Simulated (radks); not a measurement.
Results of a calculation; reference values are marked as such.
Initial-state core-level shifts of neutral praseodymium when its valence configuration changes from [Xe] 4f3 6s2. Code: a radial shooting solver on a logarithmic mesh with Libxc functionals. Model: scalar-relativistic Kohn-Sham, r2SCAN, spin-polarised, spherical densities, finite nucleus; open shells are filled with parallel spins first (spin-orbit coupling, left out, can overturn this in heavy ions); meta-GGA in the generalised Kohn-Sham scheme; Fermi nuclear charge, rms radius 4.8919 fm. Shifts are changes of the shell-averaged eigenvalues in eV (positive: less bound); the change of the density at the nucleus, which sets a Mossbauer isomer shift, is in e/bohr^3, on a base of 4.334e+05.

\begin{tabular}{lrrrrr}
valence & 3p & 3d & 4s & 4d & density at nucleus \\ \hline
4f2.5 5d0.5 6s2 & -3.679 & -3.642 & -3.461 & -3.209 & +12.36 \\
4f3 6s1 6p1 & -0.890 & -0.890 & -0.886 & -0.883 & -13.52 \\
4f2 6s2 6p1 & -10.973 & -10.903 & -10.442 & -9.905 & +35.84 \\
4f3 6p2 & -1.939 & -1.941 & -1.945 & -1.951 & -29.58 \\
4f3 5d1 6s1 & +1.241 & +1.251 & +1.286 & +1.340 & -15.28 \\
\end{tabular}
